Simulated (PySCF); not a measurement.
**Copper: a sound run and one with changed settings**

Sound run: Cu²⁺ [Ar] 3d9, Cu³⁺ [Ar] 3d8. Calculation: PySCF 2.14, in Sapporo-DKH3-DZP-2012; the spin-free X2C one-electron Hamiltonian (Gaussian nucleus). In the sound run the correlated levels freeze [Ar]. The sound run starts from symmetry-adapted Hartree-Fock orbitals and uses a fine grid where one is needed.

A second run was set up differently.

```csv
species,method,sound run (hartree),changed run (hartree),converged
Cu²⁺,MP2,-1652.50061,-1652.75303,yes
Cu³⁺,MP2,-1651.15617,-1651.38729,yes
```

Ionisation energy of Cu²⁺:

```csv
method,sound run (eV),changed run (eV)
UHF,34.067,34.067
MP2,36.584,37.164
SCS-MP2,36.326,36.757
```

What was changed?
A. too few SCF iterations
B. a valence shell is frozen
C. all electrons correlated in a valence basis
D. level shift left on

C. A valence basis has no tight correlating functions, so it recovers only part of the core correlation, and not evenly between atom and ion.
